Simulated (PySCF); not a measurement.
A GIAO shielding run with PySCF 2.14.0 with density-fitted response routines (density fitting, non-relativistic, gas phase) on `CCCC(=O)C[SiH2]O`, C5H12O2Si:

```
$ OMP_NUM_THREADS=1 python probes_run.py task.json out

{"job": {"kind": "nmr", "xc": "PBE0", "basis": "pcSseg-1"}, "charge": 0, "multiplicity": 1}
C     -3.162668    -0.103356     0.204202
C     -1.819408    -0.123470    -0.512322
C     -0.678208    -0.499417     0.428412
C      0.656631    -0.581599    -0.275144
O      0.761325    -0.506055    -1.486120
C      1.845850    -0.667207     0.602430
Si     2.717161     1.048485     0.443800
O      2.756061     1.419194    -1.124846
H     -3.148894     0.609310     1.026477
H     -3.399529    -1.085944     0.607682
H     -3.954770     0.183678    -0.482981
H     -1.847818    -0.839112    -1.335750
H     -1.615082     0.859414    -0.941721
H     -0.590727     0.226455     1.241087
H     -0.873627    -1.474446     0.885551
H      2.541639    -1.406612     0.210660
H      1.592146    -0.914926     1.627459
H      4.088896     0.929873     0.918123
H      1.926832     2.031637     1.186419
H      2.199042     0.904778    -1.721600
```

Hardware: 1 thread of an Arm Neoverse V1, shared host. The job also computes population analyses, field gradients.

Question: How large is the calculation?

Answer: 72 electrons, 203 basis functions and 1074 auxiliary functions.

Question: How long does it take, and how much memory does it need?

Answer: 39 s of wall time, with 14 SCF cycles and 5 response iterations; peak memory 0.92 GiB. Times on a shared host scatter by some tens of per cent.
